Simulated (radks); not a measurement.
The numbers below are computed, except where a source is named.
Task: Isoelectronic series with 17 electrons, all held in the configuration [Ne] 3s2 3p5, which need not be the ground one along the series. Code: a radial shooting solver on a logarithmic mesh with Libxc functionals. Model: scalar-relativistic Kohn-Sham, SCAN, spin-polarised, spherical densities, finite nucleus; open shells are filled with parallel spins first (spin-orbit coupling, left out, can overturn this in heavy ions); meta-GGA in the generalised Kohn-Sham scheme; Fermi nuclear charge, rms radius of each element as measured or else 0.836 A^(1/3) + 0.57 fm. Total energies (hartree) and orbital eigenvalues (hartree):

ion,E (hartree),3p down,3p up,3s down
Cl,-461.66415,-0.30483,-0.34755,-0.76962
Ti5+,-846.87976,-4.03994,-4.12181,-4.99858
Co10+,-1355.29647,-10.71293,-10.83159,-12.20211
Ge15+,-1988.55256,-20.24305,-20.39800,-22.32108
Rb20+,-2748.97437,-32.63234,-32.82348,-35.38829
Mo25+,-3639.47301,-47.90366,-48.13103,-51.46589
Ag30+,-4663.57181,-66.09099,-66.35472,-70.63728
Te35+,-5825.46629,-87.23686,-87.53714,-93.00656
Sm45+,-8583.3978,-138.6133,-138.9875,-147.8720
Ho50+,-10192.1959,-168.9677,-169.3794,-180.7045
Hf55+,-11964.6339,-202.5289,-202.9785,-217.4181
Ir60+,-13910.4457,-239.3794,-239.8673,-258.2797
Pb65+,-16041.0600,-279.6106,-280.1376,-303.6097

Estimate the row of La40+.

Result: E (hartree) -7130.1334; 3p down -111.3916; 3p up -111.7287; 3s down -118.7006.
